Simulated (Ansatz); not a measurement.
Ansatz (a quantum-chemistry and plane-wave program) input:
A basis named .json is the Basis Set Exchange file of that set.

Ansatz 0.2 input:
```yaml
crystal:
  periodic: [false, false, false]
  atoms:
    - {symbol: Sn, position_ang: [0.00095792, -0.18867299, 0.00075827]}
    - {symbol: O, position_ang: [0.01020342, -2.00967040, 0.00807684]}
    - {symbol: O, position_ang: [0.79733647, 1.59842090, -0.03295547]}
    - {symbol: O, position_ang: [-0.81352691, 1.59045568, 0.02013942]}
basis:
  gaussian:
    orbitals: def2-TZVPPD.json
    fitting: {mean_field: def2-universal-jkfit, correlation: def2-TZVPPD-RIFIT.json}
total_charge: -1
magnetization: {spin_polarized: true, initial_magnetization: 1}
correlation: {method: mp2, electrons: outside_noble_gas}
```

Q: Predict the final energy.

A: -438.66548 Eh (RI-MP2/def2-TZVPPD). The basis has 176 functions.

This state (charge -1, doublet) is run at the relaxed geometry of the species with charge 0 and multiplicity 1.

The determinant is spin-contaminated: <S^2> is 1.15 against 0.75 for a pure state.
